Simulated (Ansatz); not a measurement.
Reaction (ligand exchange at the Si–C bond): `O[SiH](O)C[SiH](Cl)Cl` + CH₃SH → `CS[SiH](O)O` + `C[SiH](Cl)Cl`

Computed with Ansatz on PBE0-D4/def2-TZVP structures; ΔE is electronic, products minus reactants. CBS: MP2 limit from def2 TZ/QZ plus the TZ coupled-cluster correction, frozen cores. This one scheme is used for every species. Functionals use def2-TZVPP. Each species was taken in one conformer, which may not be the lowest.

`O[SiH](O)C[SiH](Cl)Cl`:

Z-matrix (Å, degrees):
```
Si
O 1 1.636
C 1 1.865 2 112.1
O 1 1.645 2 113.4 3 -116.6
H 1 1.481 2 104.3 3 122.1
H 2 0.961 1 116.5 3 49.8
Si 3 1.844 1 114.9 2 -74.0
H 3 1.096 1 109.1 2 165.8
H 3 1.095 1 109.2 2 48.6
H 4 0.958 1 118.3 2 -58.4
Cl 7 2.066 3 109.5 1 52.2
Cl 7 2.050 3 110.6 1 170.3
H 7 1.473 3 114.4 1 -68.2
```

CH₃SH:

```xyz
6

C    -0.439   -0.187   -0.119
S     0.851    0.376    1.014
H    -0.792    0.623   -0.756
H    -1.266   -0.523    0.506
H    -0.100   -1.025   -0.727
H     1.746    0.735    0.081
```

`CS[SiH](O)O`:

Cartesian coordinates in Å:
```
C 0.861 -0.853 -1.529
S 0.346 -1.301 0.155
Si -0.284 0.616 0.821
O -0.560 0.487 2.431
O -1.645 1.163 0.105
H 1.338 -1.733 -1.959
H 0.001 -0.578 -2.138
H 1.581 -0.034 -1.513
H 0.738 1.624 0.463
H 0.063 -0.026 2.948
H -2.440 0.637 0.216
```

`C[SiH](Cl)Cl`:

Z-matrix (Å, degrees):
```
C
Si 1 1.847
H 1 1.093 2 110.1
H 1 1.093 2 110.1 3 120.0
H 1 1.092 2 110.4 3 -120.0
Cl 2 2.049 1 109.8 3 179.8
Cl 2 2.049 1 109.8 3 60.2
H 2 1.477 1 113.5 3 -60.0
```

| level | ΔE (kJ/mol) |
| --- | --- |
| ωB97M-V | -43.2 |
| PBE | -52.7 |
| MP2/def2-TZVPP | -45.5 |
| SCS-MP2/def2-QZVPP | -47.4 |

(1) What does CCSD(T)/CBS give? (Best estimate.)

Largest T1 diagnostic among the species: 0.011.

Results:

(1) Computed: -45.8 kJ/mol. The listed levels differ from it by 2.6, -6.9, 0.3, -1.6 kJ/mol.

The D4 term adds +6.6 kJ/mol with B3LYP and +4.1 kJ/mol with PBE0; it sums over pairs of atoms, weighted by their polarisabilities, and B3LYP, whose exchange is more repulsive, gets the larger term. In def2-TZVPP, CCSD(T) changes the Hartree–Fock value by +9.4 kJ/mol (the triples alone add +0.2 kJ/mol) and MP2 by +6.3 kJ/mol.

B3LYP here is the variant with VWN-RPA as its local correlation; programs differ in this.
